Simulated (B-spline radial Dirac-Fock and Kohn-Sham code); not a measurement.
**Relativistic shifts of the levels of Yb¹⁶⁺**

System: ytterbium as Yb¹⁶⁺, configuration [Kr] 4d10 4f8.

Both columns are ΔSCF binding energies of the configuration average from an atomic code on a B-spline grid: non-relativistic Hartree-Fock with a point nucleus, and Dirac-Fock with a finite nucleus and the Coulomb interaction alone, averaged over the two j levels with weights 2j+1.

```tsv
shell	Hartree-Fock (eV)	Dirac-Fock (eV)	shift (eV)	shift (%)
1s	57582.4	62012.7	+4430.29	+7.69
2s	9758.9	10922.4	+1163.53	+11.92
2p	9325.0	9707.9	+382.90	+4.11
3s	2519.0	2803.2	+284.27	+11.29
3p	2320.8	2426.6	+105.86	+4.56
3d	1955.5	1942.0	-13.56	-0.69
4s	796.2	869.6	+73.37	+9.21
4p	713.2	740.7	+27.44	+3.85
4d	562.6	561.4	-1.21	-0.21
4f	374.5	368.7	-5.72	-1.53
```

Relativity binds 1s, 2s, 2p, 3s, 3p, 4s, 4p more strongly, among those listed most of all 2s in relative terms, and 3d, 4d, 4f more weakly, because the contracted s and p shells screen the nucleus better.

Values without a named source are computed, but for edge energies of neutral atoms, which are taken from tables.
